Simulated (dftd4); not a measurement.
F5Nb, charge +1, doublet, geometry from GFN2-xTB (such geometries of metal compounds can be far from the true shape) (the multiplicity is a formal guess); D4 for tpssh run with dftd4.

Here is a job for dftd4.
```
$ dftd4 mol.xyz --func tpssh --charge 1 --json dftd4.json --noedisp --grad

# file mol.xyz
6

Nb     0.00000000    -0.00000000     0.00000000
F      1.47391396    -0.91144717    -0.52850996
F     -0.32893565     0.24552260     1.76465325
F     -1.14497831     0.66592457    -1.23614328
F     -0.95251155    -1.56350580     0.03998576
F      0.95251155     1.56350580    -0.03998576
```

What the program printed (banner, timings and long lists left out):

```
                    ____  _____ _____     ____  _  _
      -------------|  _ \|  ___|_   _|---|  _ \| || |------------
     |             | | | | |_    | | ___ | | | | || |_           |
     |             | |_| |  _|   | ||___|| |_| |__   _|          |
     |             |____/|_|     |_|     |____/   |_|            |
     |             ===================================           |
     |            E. Caldeweyher, S. Ehlert & S. Grimme          |
     |          Mulliken Center for Theoretical Chemistry        |
     |                    University of Bonn                     |
      -----------------------------------------------------------

Rational (Becke-Johnson) damping: tpssh-D4-ATM
---------------------
  s6         1.0000
  s8         1.8590
  s9         1.0000
  a1         0.4429
  a2         4.6023
 alp        16.0000
--------------------

Dispersion energy:      -4.4530499293768E-03 Eh

Gradient norm:           4.6590210966226E-04 Eh/a0
--------------------------------------------------
     #    Z           dE/dx      dE/dy      dE/dz
--------------------------------------------------
     1   41 Nb    2.028E-13 -8.766E-14  1.145E-12
     2    9 F     1.812E-04 -1.120E-04 -6.497E-05
     3    9 F    -4.044E-05  3.018E-05  2.169E-04
     4    9 F    -1.408E-04  8.187E-05 -1.520E-04
     5    9 F    -9.608E-05 -1.577E-04  4.033E-06
     6    9 F     9.608E-05  1.577E-04 -4.033E-06
--------------------------------------------------

Virial:
--------------------------------------------------
      component           x          y          z
--------------------------------------------------
          x       1.180E-03  5.978E-05 -1.529E-06
          y       5.978E-05  1.242E-03 -2.509E-06
          z      -1.529E-06 -2.509E-06  1.144E-03
--------------------------------------------------

[Info] Dispersion results written to 'dftd4.txt'
[Info] JSON dump of results written to 'dftd4.json'
```
